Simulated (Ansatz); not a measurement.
F$_{6}$Te, charge -1, doublet, at a GFN2-xTB geometry (a state made from the parent by changing its charge; the spin is typed, not shown lowest) (all electrons, no relativity) (a gas-phase anion, which may not be bound at this level); R2SCAN/STO-3G (Ansatz, a quantum-chemistry and plane-wave program).

The Ansatz input:
Ansatz 0.2 input:
```yaml
crystal:
  periodic: [false, false, false]
  atoms:
    - {symbol: F, position_ang: [-0.14092921, -1.20082766, -1.83093846]}
    - {symbol: Te, position_ang: [-0.11410766, -0.13251485, 0.02420384]}
    - {symbol: F, position_ang: [1.76816872, -0.15906881, -0.42285543]}
    - {symbol: F, position_ang: [0.68441314, -1.27600355, 1.64850761]}
    - {symbol: F, position_ang: [-0.12936507, 1.32391314, -1.24941943]}
    - {symbol: F, position_ang: [0.45816757, 1.27039803, 1.22747772]}
    - {symbol: F, position_ang: [-1.98116644, 0.80723018, 0.48738356]}
basis:
  gaussian:
    orbitals: STO-3G
hamiltonian:
  xc: r2scan
total_charge: -1
magnetization: {spin_polarized: true, initial_magnetization: 1}
scf: {lower_state_search: light}
```

Task: Write the output that Ansatz gives for this input, abridged.

Result: 
```
Functional definition: r2SCAN
733 factors; integrals over basis functions are off by at most 3.2e-5 eV
mean field evaluation 1: about -194265.1535 eV, gradient 1.8e1 eV
mean field evaluation 2: about -194263.8609 eV, gradient 2.3e1 eV
mean field evaluation 4: about -194268.6823 eV, gradient 1.2e0 eV
mean field evaluation 8: about -194268.5519 eV, gradient 3.2e-2 eV
mean field evaluation 16: about -194268.5519 eV, gradient 2.2e-5 eV
mean field -194268.55188957 eV, -7139.2376019878 hartree, gradient 2.1e-5 eV, S^2 0.767403; 0 other end points of the search recorded, 0 dependent functions left out
reference -194268.55189199 eV, -7139.2376020769 hartree; 54, 53 occupied and 3, 4 virtual orbitals, 733 factors
Total energy: -194268.55189199 eV, -7139.2376020769 hartree
```
